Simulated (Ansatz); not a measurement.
`S[CH2][Al]([SH])[Cl]`, 9 atoms. The species carries charge 0 and has multiplicity 1. All runs use 4 threads of an Intel Xeon Platinum 8375C on a shared host. Correlated methods freeze the cores.

Task: How many basis functions does each run have, and how long does it take in Ansatz? direct RPA on PBE orbitals/def2-TZVPP energy; RHF-MP2/def2-QZVPP energy; RKS revPBE-D4/def2-TZVPP energy; RKS ωB97M-V/def2-SVP energy; RKS ωB97M-V/def2-QZVPP energy; RKS PBE0-D4/def2-TZVP relaxation (10 steps); RHF-CCSD(T)/def2-TZVPP energy; RKS r2SCANh-D4/def2-TZVPP energy; RKS PBE0-D4/def2-SVP energy; RKS PBE0-D4/def2-TZVP frequencies; RKS PBE0-D4/def2-QZVPP energy; RHF-CCSD(T)/def2-SVP energy. (Estimate.)

Result: The calculation gave: Other jobs shared the machine, so times are rough.

```tsv
level	job	functions	wall time	peak host memory (GiB)
RKS PBE0-D4/def2-SVP	energy	106	1.1 s	0.46
RKS revPBE-D4/def2-TZVPP	energy	255	2.4 s	0.4
RHF-CCSD(T)/def2-SVP	energy	106	2.7 s	0.46
RKS ωB97M-V/def2-SVP	energy	106	3.7 s	0.46
direct RPA on PBE orbitals/def2-TZVPP	energy	255	4.2 s	0.59
RKS r2SCANh-D4/def2-TZVPP	energy	255	5 s	0.84
RKS PBE0-D4/def2-QZVPP	energy	457	9 s	2.1
RKS ωB97M-V/def2-QZVPP	energy	457	17 s	2.4
RHF-MP2/def2-QZVPP	energy	457	27 s	2.6
RKS PBE0-D4/def2-TZVP	relaxation (10 steps)	203	38 s	0.66
RHF-CCSD(T)/def2-TZVPP	energy	255	82 s	5
RKS PBE0-D4/def2-TZVP	frequencies	203	2.3 min	0.65
```
